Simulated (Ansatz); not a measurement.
Reactions of BrGeHS (`[SH][Ge][Br]`).

Calculated with Ansatz (gas phase, PBE0-D4/def2-TZVP geometries, no zero-point term in ΔE). CCSD(T)/CBS adds triple-zeta CCSD(T) − MP2 to the extrapolated MP2 energy (def2 sets, frozen cores). This one scheme is used for every species, atoms too. Functionals use def2-TZVPP. Open shells (•) are unrestricted, without spin–orbit coupling. Spin–orbit coupling would lower the free atoms: a little for S; clearly for Br, Ge. Bonds to Br, Ge are less sure, by a few kJ/mol each and by 10 to 20 or more in all where they break to atoms, as the def2 sets lack core-valence functions. Scalar relativity is left out up to krypton. One conformer a species, not always the lowest.

```tsv
reaction	CCSD(T)/CBS(def2) (eV)
`[SH][Ge][Br]` + H–F → `[F][Ge][Br]` + H₂S	?
`[SH][Ge][Br]` + HBr → `[Br][Ge][Br]` + H₂S	-0.32
`[SH][Ge][Br]` + H₂O → `[OH][Ge][SH]` + HBr	0.50
`[SH][Ge][Br]` + HCl → `[Cl][Ge][Br]` + H₂S	?
`[SH][Ge][Br]` → Br• + Ge• + H• + S•	11.05
`[SH][Ge][Br]` + H₂ → `[GeH][Br]` + H₂S	1.00
`[SH][Ge][Br]` + H₂S → `[SH][Ge][SH]` + HBr	0.31
`[SH][Ge][Br]` + NH₃ → `[NH2][Ge][Br]` + H₂S	?
`[SH][Ge][Br]` + H₂O → `[OH][Ge][Br]` + H₂S	0.06
`[SH][Ge][Br]` + H₂ → `[SH][GeH]` + HBr	1.23
```

Problem. Fill in the missing values. (Estimate.)

Solution. Computed: `[SH][Ge][Br]` + H–F → `[F][Ge][Br]` + H₂S: -0.11 eV; `[SH][Ge][Br]` + HCl → `[Cl][Ge][Br]` + H₂S: -0.23 eV; `[SH][Ge][Br]` + NH₃ → `[NH2][Ge][Br]` + H₂S: +0.23 eV.

Largest T1 diagnostic: 0.015, for `[SH][GeH]`.
